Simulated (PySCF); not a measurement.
Metal–ligand bonds in Cd(CH3)1–Y. Isolated molecules, 0 K electronic values unless said otherwise. One relaxed conformer stands for each flexible species; it need not be the lowest. Multiplicities are imposed; where one is given, others were not computed. Strings in code marks are SMILES.

The HOMO from two functionals at the same geometries (r2SCAN-D4/def2-SVP), both in PySCF: PBE-D3(BJ)/def2-TZVP and TPSSh-D3(BJ)/def2-TZVP. 

```csv
species,PBE-D3(BJ)/def2-TZVP (eV)
Y = F,-7.38
Y = Br ([Cd(CH3)(Br)]),-6.65
Y = OH ([Cd(CH3)(OH)]),-6.00
Y = NH2 ([Cd(CH3)(NH2)]),-5.17
```

What does TPSSh-D3(BJ)/def2-TZVP give for each?


- Y = F: -7.79
- Y = Br ([Cd(CH3)(Br)]): -7.22
- Y = OH ([Cd(CH3)(OH)]): -6.69
- Y = NH2 ([Cd(CH3)(NH2)]): -5.71
Over these rows, drawn at random from the members with no instability flagged (it was tested for open shells, ions and some series alone), PBE minus TPSSh-D3(BJ): mean +0.55 eV, from +0.41 eV to +0.69 eV.
